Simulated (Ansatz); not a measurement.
Start from `[OH][Al]([F])[Br]` and change one atom or group to get `[OH][Al]([F])[CH2][SiH3]`.

Ansatz, PBE0-D4/def2-TZVP geometries, multiplicity 1. Each molecule was computed in one conformer, which needn't be the lowest.

Scalar relativity is left out up to krypton.

```json
{"property": "LUMO energy (B3LYP/def2-TZVPP) / eV", "`[OH][Al]([F])[Br]`": "-1.43"}
{"property": "HOMO–LUMO gap (B3LYP/def2-TZVPP) / eV", "`[OH][Al]([F])[Br]`": "7.23"}
{"property": "HOMO energy (PBE/def2-TZVPP) / eV", "`[OH][Al]([F])[Br]`": "-7.60"}
{"property": "HOMO–LUMO gap (PBE/def2-TZVPP) / eV", "`[OH][Al]([F])[Br]`": "5.63"}
{"property": "size of the dipole moment (B3LYP/def2-TZVPP) / D", "`[OH][Al]([F])[Br]`": "2.00"}
{"property": "HOMO energy (ωB97M-V/def2-TZVPP) / eV", "`[OH][Al]([F])[Br]`": "-11.19"}
```

Task: What does the change do to each property? (Best estimate.)

Result: Ansatz gave: 
```csv
property,`[OH][Al]([F])[CH2][SiH3]`,shift
LUMO energy (B3LYP/def2-TZVPP) / eV,-0.80,0.63
HOMO–LUMO gap (B3LYP/def2-TZVPP) / eV,7.65,0.42
HOMO energy (PBE/def2-TZVPP) / eV,-7.38,0.22
HOMO–LUMO gap (PBE/def2-TZVPP) / eV,6.05,0.42
size of the dipole moment (B3LYP/def2-TZVPP) / D,1.03,-0.97
HOMO energy (ωB97M-V/def2-TZVPP) / eV,-10.87,0.32
```

With PBE0 the HOMO rises by 0.28 eV and the LUMO rises by 0.61 eV, so the gap widens by about 0.33 eV. PBE moves the HOMO by 0.22 eV and ωB97M-V by 0.32 eV. Dipoles are sizes alone; their direction can turn.

B3LYP here is the variant with VWN-RPA as its local correlation; programs differ in this.

Spin–orbit coupling is left out; it splits and shifts lone-pair levels of the heavy atoms by tenths of an eV.
